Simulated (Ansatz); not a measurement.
Consider the ligand exchange at the Si–O bond: `[NH2][Sc]([OH])[O][SiH3]` + `C[SiH2][TeH]` → `C[SiH2][Te][SiH3]` + `[NH2][Sc]([OH])[OH]`.

Calculated with Ansatz (gas phase, PBE0-D4/def2-TZVP geometries, no zero-point term in ΔE). CCSD(T)/CBS is the MP2 limit (def2-TZVPP, def2-QZVPP) plus CCSD(T) − MP2 in def2-TZVPP, frozen cores. def2 core potentials past Kr. For Sc, Te outer-core shells are correlated without core-valence functions, which leaves a few kJ/mol of doubt a bond. Scalar relativity is left out up to krypton. One conformer a species, not always the lowest.

```csv
species,MP2/def2-QZVPP energy (Eh)
`[NH2][Sc]([OH])[O][SiH3]`,-1257.96756
`C[SiH2][TeH]`,-598.31918
`C[SiH2][Te][SiH3]`,-888.59505
`[NH2][Sc]([OH])[OH]`,-967.67519
```

Task: Work out ΔE.

Result: ΔE = (-888.59505) + (-967.67519) − (-1257.96756) − (-598.31918) = 0.01650 Eh = +43.3 kJ/mol. CCSD(T)/CBS gives +48.0 kJ/mol.

Largest T1 diagnostic among the species: 0.016.

The D4 term adds −7.7 kJ/mol with B3LYP and −4.2 kJ/mol with PBE0; it sums over pairs of atoms, weighted by their polarisabilities, and B3LYP, whose exchange is more repulsive, gets the larger term. At CCSD(T), def2-SVP lies +12.4 kJ/mol from the extrapolated value and def2-TZVPP +5.5 kJ/mol.

B3LYP here is the variant with VWN-RPA as its local correlation; programs differ in this.
